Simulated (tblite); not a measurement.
Isomers of C4H4ClFO. Computed values, GFN2-xTB/tblite, gas phase, harmonic and unscaled. This tight-binding method is rough: wavenumbers can miss measured ones by several per cent, in bad cases by 10 to 20. One conformer each.

Electronic energies: GFN2-xTB at the same geometries; isomer energies are rough at this level and their order can be wrong.

```
          SMILES  electronic energy, lowest = 0 (kcal/mol)
C/C(=C\F)C(=O)Cl                                       1.9
C/C=C(\Cl)C(=O)F                                       0.0
C/C=C(\F)C(=O)Cl                                       4.3
```

Task: How do GFN2-xTB zero-point energies change the relative energies?

Result: 
```
          SMILES  ZPE (kcal/mol)  of it from modes above 1550 cm⁻¹  electronic (kcal/mol)  with ZPE, lowest = 0 (kcal/mol)  lowest mode (cm⁻¹)  rings
C/C=C(\Cl)C(=O)F            44.3                              22.4                    0.0                              0.0                  58      0
C/C(=C\F)C(=O)Cl            44.7                              22.4                    1.9                              2.3                  42      0
C/C=C(\F)C(=O)Cl            44.4                              22.3                    4.3                              4.4                  53      0
```

The zero-point energies span 0.4 kcal/mol, from `C/C=C(\Cl)C(=O)F` to `C/C(=C\F)C(=O)Cl`. The order is unchanged.
